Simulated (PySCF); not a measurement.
## Mo⁻ (molybdenum, charge -1) across methods

[Kr] 4d5 5s2, high-spin 6S determinant. Calculation: PySCF 2.14, in aug-cc-pVTZ-DK (9s8p6d3f2g, 102 functions); scalar relativity by spin-free X2C-1e.

```json
{"method": "BP86", "E (hartree)": "-4048.78", "mean ε 5s α (eV)": "-0.062", "mean ε 4d α (eV)": "0.392", "mean ε 5s β (eV)": "1.020", "Σ⟨r²⟩ (bohr²)": "96.71", "⟨S²⟩": "8.847"}
{"method": "wB97M-V", "E (hartree)": "-4047.95", "mean ε 5s α (eV)": "-1.662", "mean ε 4d α (eV)": "-2.748", "mean ε 5s β (eV)": "-0.591", "Σ⟨r²⟩ (bohr²)": "92.11", "⟨S²⟩": "8.786"}
{"method": "PBE", "E (hartree)": "-4047.89", "mean ε 5s α (eV)": "0.059", "mean ε 4d α (eV)": "0.458", "mean ε 5s β (eV)": "1.175", "Σ⟨r²⟩ (bohr²)": "98.38", "⟨S²⟩": "8.854"}
{"method": "r2SCAN", "E (hartree)": "-4048.28", "mean ε 5s α (eV)": "-0.421", "mean ε 4d α (eV)": "-0.085", "mean ε 5s β (eV)": "1.004", "Σ⟨r²⟩ (bohr²)": "103.2", "⟨S²⟩": "9.000"}
{"method": "UHF", "E (hartree)": "-4046.07013", "mean ε 5s α (eV)": "-2.685", "mean ε 4d α (eV)": "-5.535", "mean ε 5s β (eV)": "0.259", "Σ⟨r²⟩ (bohr²)": "134.8", "⟨S²⟩": "9.300"}
{"method": "LDA", "E (hartree)": "-4043.53", "mean ε 5s α (eV)": "-0.043", "mean ε 4d α (eV)": "0.471", "mean ε 5s β (eV)": "1.037", "Σ⟨r²⟩ (bohr²)": "94.95", "⟨S²⟩": "8.833"}
{"method": "r2SCANh", "E (hartree)": "-4048.27", "mean ε 5s α (eV)": "-0.619", "mean ε 4d α (eV)": "-0.564", "mean ε 5s β (eV)": "0.866", "Σ⟨r²⟩ (bohr²)": "103.1", "⟨S²⟩": "8.996"}
{"method": "PBE0", "E (hartree)": "-4047.95", "mean ε 5s α (eV)": "-0.501", "mean ε 4d α (eV)": "-0.874", "mean ε 5s β (eV)": "0.781", "Σ⟨r²⟩ (bohr²)": "99.78", "⟨S²⟩": "8.879"}
```

The highest occupied level is positive at BP86, PBE, r2SCAN, UHF, LDA, r2SCANh, PBE0: only the finite basis holds that electron, at UHF too, so the state is unbound at these levels.
